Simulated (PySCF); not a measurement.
An unknown is described by computed data only.

Formula: C6H14BP.

* Valence photoelectron: vertical ionisation energy: 9.82 eV [ΔSCF B3LYP/def2-SVPD]
* Polarisability: 108.6 au [B3LYP/def2-SVPD]
* Rotational structure: rotational constants A, B, C: 2.742, 1.624, 1.413 GHz [PBE0-D3(BJ)/def2-SVP]
* Triplet: lowest triplet excitation (Tamm–Dancoff): 6.89 eV [TDA B3LYP/def2-SVPD]
* NMR, other nuclei: isotropic shieldings of nuclei other than C and H, by class: 148 (1 B), 272 (1 P) ppm [GIAO CAM-B3LYP/pcSseg-1]
* UV, strongest line: among the 10 lowest singlet transitions: S4 at 7.62 eV (163 nm, f = 0.046) [TDDFT B3LYP/def2-SVPD]
* XPS: P2p3/2 136.7, B1s 193.0, C1s 290.6, C1s 290.7 (×2), C1s 290.9 (×2), C1s 291.0, P1s 2150.4 eV [ΔSCF SCAN, pcX-2 on the ionised atom, pcseg-1 elsewhere, spin-free X2C, 2p3/2 from a spin–orbit splitting computed afterwards within the 2p shell]
* Dipole: 5.58 D [B3LYP/def2-SVPD]
* 13C NMR: chemical shifts (computed TMS as zero) by class: 39.4 (1 C), 33.5 (1 C), 31.9 (2 C), 23.3 (2 C) ppm [GIAO CAM-B3LYP/pcSseg-1]

The electronic properties come from PySCF, for the isolated species, density fitting. Levels stand in brackets. Geometry: PBE0-D3(BJ)/def2-SVP; no solvent, vibrations or thermal averaging. Each NMR value is the plain mean over a class of atoms that symmetry, rotation or inversion makes alike.

Question: Propose a structure and show how it fits.

Answer: Numbering: `[BH3-:1][P@+:2]12[CH2:3][CH2:4][C@H:5]([CH2:6][CH2:7]1)[CH2:8]2`. 6 carbons fall into 4 classes; from least to most shielded: sp3 carbon at a ring junction [C5] (39.4 ppm), ring sp3 carbon bound to phosphorus [C8] (33.5 ppm), ring CH2 carbon [C4/C6] (31.9 ppm, 2 C), ring sp3 carbon bound to phosphorus [C3/C7] (23.3 ppm, 2 C). The other shieldings belong to: 148 ppm, four-coordinate boron [B1]; 272 ppm, phosphorus bonded to B and 3 C [P2]. The core levels belong to: P2p3/2 136.7 eV, phosphorus bonded to B and 3 C [P2]; B1s 193.0 eV, four-coordinate boron [B1]; C1s 290.6 eV, sp3 carbon bound to phosphorus [C8]; C1s 290.7 eV, sp3 carbon bound to phosphorus [C3/C7]; C1s 290.9 eV, ring CH2 carbon [C4/C6]; C1s 291.0 eV, sp3 carbon at a ring junction [C5]; P1s 2150.4 eV, phosphorus bonded to B and 3 C [P2]. The optimised geometry has point group Cs and is an asymmetric top. Structure: `[BH3-][P@+]12CC[C@H](CC1)C2`. Computed isomers that give other values at the same levels: `[BH3-][P+]1(C(C)(C)C)C=C1` (rotational constant A: 2.185 GHz; this holds for the one conformer computed); `[BH3-][P@H+]1CCC(C)=C1C` (rotational constant A: 2.472 GHz; this holds for the one conformer computed); `C[C@@H]1CCC[C@@H]1BP` (rotational constant A: 3.215 GHz; this holds for the one conformer computed). The assignments are read from this structure; whether some other isomer fits the data as well wasn't checked.
